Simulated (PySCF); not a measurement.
# Frontier orbitals and the lowest excitations

Species: 3,4-dimethylphosphinine, C7H9P.
Numbering: `[CH3:1][c:2]1[cH:3][cH:4][p:5][cH:6][c:7]1[CH3:8]` (hydrogens: H9, H10, H11 on C1; H12 on C3; H13 on C4; H14 on C6; H15, H16, H17 on C8)

Cartesian coordinates in Å at the PBE0-D3(BJ)/def2-SVP level; atoms count from 1:
```xyz
17
C7H9P angstrom
C     -0.736    2.386    0.071
C      0.120    1.186   -0.212
C      1.501    1.358   -0.367
C      2.409    0.340   -0.633
P      1.996   -1.333   -0.818
C      0.280   -1.234   -0.580
C     -0.477   -0.091   -0.317
C     -1.965   -0.221   -0.144
H     -1.503    2.530   -0.707
H     -0.132    3.303    0.121
H     -1.275    2.284    1.027
H      1.887    2.379   -0.270
H      3.466    0.610   -0.732
H     -0.266   -2.183   -0.644
H     -2.511    0.374   -0.893
H     -2.287   -1.266   -0.241
H     -2.289    0.145    0.844
```

Method: PySCF, TDDFT wB97X-D/def2-SVPD, vertical, gas phase, core orbitals frozen in the response.

Kohn–Sham orbitals with the atoms that hold most of them (Löwdin shares over 4%, at most four atoms; ? is withheld):

```tsv
orbital	ε (eV)	atoms
HOMO-3	-11.00	C6 17%, C4 17%, P5 14%, C3 8%
HOMO-2	-9.46	P5 63%, C6 12%, C4 12%, C3 4%
HOMO-1	-9.22	C6 25%, C3 18%, C7 17%, C4 17%
HOMO	-8.43	?
LUMO	0.38	?
LUMO+1	1.04	C3 19%, C7 18%, C6 17%, C4 17%
LUMO+2	2.22	C1 18%, C8 16%, H9 6%, H11 6%
```

**Question.** Which atoms hold the HOMO, and with what shares?

**Answer.** P5 (bonded to 2 C) 28%; C2 (bonded to 3 C) 19%; C4 (bonded to C, P and H) 15%; C6 (bonded to C, P and H) 10%. By element: carbon 44% or more, phosphorus 28%.

**Question.** Which atoms hold the LUMO, and with what shares?

**Answer.** P5 (bonded to 2 C) 35%; C2 (bonded to 3 C) 16%; C4 (bonded to C, P and H) 15%; C6 (bonded to C, P and H) 14%. By element: carbon 46% or more, phosphorus 35%.

**Question.** The HOMO–LUMO gap is 8.82 eV. Where does the response calculation put the lowest singlet, and from which orbitals?

**Answer.** S1 is at 4.77 eV (f = 0.0039), 4.05 eV below the gap, made of HOMO→LUMO+1 (54%), HOMO-1→LUMO (44%). Its leading pair isn't HOMO and LUMO; the energies of that pair differ by 9.47 eV. 

**Question.** Give energy, strength and leading configuration of S2, S3 and S4, and follow the Löwdin shares of the leading atoms from the occupied to the empty orbital.

**Answer.** 
- S2 (5.08 eV, f 0.165), HOMO→LUMO (87%): P5 28% → 35%, C2 19% → 16%
- S3 (5.20 eV, f 0.018), HOMO-2→LUMO (98%): P5 63% → 35%, C6 12% → 14%, C2 at most 5% → 16%
- S4 (5.78 eV, f 0.0000), HOMO-2→LUMO+1 (98%): P5 63% → at most 17%, C6 12% → 17%, C3 4% → 19%, C7 at most 5% → 18%
